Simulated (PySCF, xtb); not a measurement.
CH8N2Si3, SMILES C1=N[SiH2][SiH2]N[SiH2]1.

Harmonic wavenumbers (cm⁻¹) from GFN2-xTB (xtb 6.7.1) at its own minimum, in rising order: 40, 52, 215, 254, 269, 349, 434, 447, 462, 485, 494, 568, 582, 603, 614, 619, 646, 710, 765, 775, 788, 797, 819, 826, 978, 1204, 1320, 1724, 2116, 2156, 2188, 2196, 2204, 2227, 2851, 3436.

Task: What does PBE0-D3(BJ)/def2-SVP (PySCF 2.14.0) give at its own minimum? (The exact figures need the calculation; the answer reports its results.)

Result: 37, 61, 237, 246, 278, 342, 406, 429, 510, 515, 591, 600, 631, 707, 710, 732, 745, 769, 843, 895, 911, 930, 941, 976, 988, 1196, 1366, 1749, 2182, 2193, 2205, 2214, 2229, 2238, 2950, 3599. Paired by order, the mean absolute difference is 58 cm⁻¹ and the zero-point energies are 53.2 and 56.0 kcal/mol.
